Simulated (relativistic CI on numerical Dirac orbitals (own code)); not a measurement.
**Co3+: 3s photoemission**

Computed with this model: Dirac-Coulomb-Breit CI, KLI orbitals optimised for each configuration, model QED (radiative potential, 1s self-energy scaled to tabulated hydrogen-like ionisation energies), multiplet model of photoemission in the sudden approximation, unscaled Slater integrals; configurations [Ar] 3d6 → [Ne] 3s 3p6 3d6; 300 K; Lorentzian 2.1 eV and Gaussian 0.6 eV FWHM. Energies are those of the free ion, without screening or charge transfer. The energies are binding energies and can lie tens of eV above those of solids. Without intra-shell correlation the exchange splitting of an s hole comes out too large, often by half or more. S is read from ⟨S²⟩ = S(S + 1).

Field parameters in Wybourne normalisation: D4h B²₀ = −7Ds, B⁴₀ = 21(Dq − Dt), B⁴₄ = 21√(5/14) Dq. The field is a parameter set, without covalency.

Computed curve for free ion, scaled to 100 at the maximum (points under 2 are left out and the grid is thinned):

Energy (eV), Intensity and a bar:
```
    147.0        2.1 
    147.4        2.3 
    148.0        2.7 
    148.4        3.0 
    148.8        3.4 
    149.4        4.1 #
    149.8        4.8 #
    150.2        5.6 #
    150.8        7.2 ##
    151.2        8.8 ##
    151.8       12.2 ###
    152.2       15.7 ####
    152.6       20.8 ######
    153.2       34.0 ##########
    153.6       48.8 ###############
    154.0       69.6 #####################
    154.6       98.1 ##############################
    155.0       96.3 #############################
    155.4       77.3 #######################
    156.0       46.0 ##############
    156.4       32.2 #########
    156.8       23.3 #######
    157.4       15.3 ####
    157.8       12.1 ###
    158.4        9.0 ##
    158.8        7.6 ##
    159.2        6.6 #
    159.8        5.5 #
    160.2        5.0 #
    160.6        4.6 #
    161.2        4.3 #
    161.6        4.2 #
    162.0        4.1 #
    162.6        4.2 #
    163.0        4.4 #
    163.4        4.7 #
    164.0        5.4 #
    164.4        6.1 #
    165.0        7.8 ##
    165.4        9.5 ##
    165.8       12.0 ###
    166.4       18.3 #####
    166.8       25.5 #######
    167.2       36.4 ###########
    167.8       58.2 ##################
    168.2       66.6 ####################
    168.6       61.4 ###################
    169.2       39.9 ############
    169.6       27.9 ########
    170.0       19.7 ######
    170.6       12.5 ###
    171.0        9.6 ##
    171.6        6.8 #
    172.0        5.6 #
    172.4        4.6 #
    173.0        3.6 
    173.4        3.1 
    173.8        2.8 
    174.4        2.3 
    174.8        2.0
```

The ground state has S = 2.00, and the centroid lies at 160.16 eV.
